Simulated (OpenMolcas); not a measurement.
# How basis sets differ on CH4FGeN (SMILES [H]/N=[C](/F)[GeH3])

CH4FGeN: 8 atoms, total charge 0, spin state singlet. As SMILES, `[H]/N=[C](/F)[GeH3]`. The coordinates come from a PBE0-D4/def2-TZVP relaxation.

Quantity: the HOMO–LUMO gap, in eV. The values are calculated.

| level | kind | program | value (eV) |
| --- | --- | --- | --- |
| HF/ANO-R0 (sfX2C) | Hartree–Fock | OpenMolcas | 13.45 |
| HF/ANO-RCC-MB (DKH2) | Hartree–Fock | OpenMolcas | 16.32 |
| HF/ANO-S-MB | Hartree–Fock | OpenMolcas | 15.93 |
| HF/STO-3G | Hartree–Fock | OpenMolcas | 16.83 |
| HF/3-21G | Hartree–Fock | OpenMolcas | 14.96 |
| HF/6-31G* (spherical functions) | Hartree–Fock | OpenMolcas | 14.99 |

All-electron rows without a relativistic Hamiltonian named are non-relativistic. The values span 13.45 to 16.83 eV. A Hartree–Fock LUMO above zero doesn't converge with the basis: it sinks as sets grow more diffuse. Orbital gaps aren't excitation energies.
